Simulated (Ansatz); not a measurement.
Isolated molecules relaxed with PBE0-D4/def2-TZVP in Ansatz; ΔE leaves out vibrations. CBS: MP2 limit from def2 TZ/QZ plus the TZ coupled-cluster correction, frozen cores. Functionals use def2-TZVPP. def2 core potentials past Kr. For Hf, Sn outer-core shells are correlated without core-valence functions, which leaves a few kJ/mol of doubt a bond. Each species was taken in one conformer, which may not be the lowest.

Consider the redistribution: `[NH2][SnH]([F])[Cl]` + `[F][Hf]([Cl])([Cl])[Cl]` → `[F][SnH]([Cl])[Cl]` + `[NH2][Hf]([F])([Cl])[Cl]`.

| species | r2SCAN0 energy (Eh) |
| --- | --- |
| `[NH2][SnH]([F])[Cl]` | -830.99502 |
| `[F][Hf]([Cl])([Cl])[Cl]` | -1528.72152 |
| `[F][SnH]([Cl])[Cl]` | -1235.26806 |
| `[NH2][Hf]([F])([Cl])[Cl]` | -1124.44581 |

Question: Work out ΔE.

Answer: ΔE = (-1235.26806) + (-1124.44581) − (-830.99502) − (-1528.72152) = 0.00267 Eh = +7.0 kJ/mol. CCSD(T)/CBS gives +9.1 kJ/mol.

Question: What do rigid-rotor, harmonic-oscillator terms from PBE0-D4/def2-TZVP frequencies (298.15 K, 1 bar) make of the CCSD(T)/CBS value? (An estimate is asked.)

Answer: Ansatz gave: ΔZPE = -2.3 kJ/mol, ΔH = +7.2 kJ/mol, ΔS = 11 J/(mol·K), ΔG = +4.0 kJ/mol.

Largest T1 diagnostic among the species: 0.014.

In def2-TZVPP, CCSD(T) changes the Hartree–Fock value by +6.8 kJ/mol (the triples alone add +2.1 kJ/mol) and MP2 by +8.6 kJ/mol. Leaving LDA and LC-ωPBE aside and taking each functional with its dispersion term where it has one, the values, not all of them listed here, spread over 5.2 kJ/mol, from BHLYP-D4 to PBE-QIDH. At CCSD(T), def2-SVP lies −5.7 kJ/mol from the extrapolated value and def2-TZVPP +2.5 kJ/mol.
